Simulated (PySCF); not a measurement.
**Correlation energy of Al (aluminium, neutral)**

[Ne] 3s2 3d1, 2D determinant (an excited configuration). All numbers are calculated (PySCF 2.14, the spin-free X2C one-electron Hamiltonian (Gaussian nucleus), in aug-cc-pVDZ-DK (5s4p2d, 27 functions)). Frozen: [Ne]; 3 electrons correlated.

MP2 pair energies summed by pair of shells (mhartree):

```json
{"pair": "3s-3s", "energy": "-24.79", "share (%)": "80.2"}
{"pair": "3s-3d", "energy": "-6.12", "share (%)": "19.8"}
```

Total MP2 correlation energy: -30.91 mhartree.

Same-spin part -1.28 and opposite-spin part -29.63 mhartree; SCS-MP2 scales them by 1/3 and 6/5 to -35.99 mhartree.
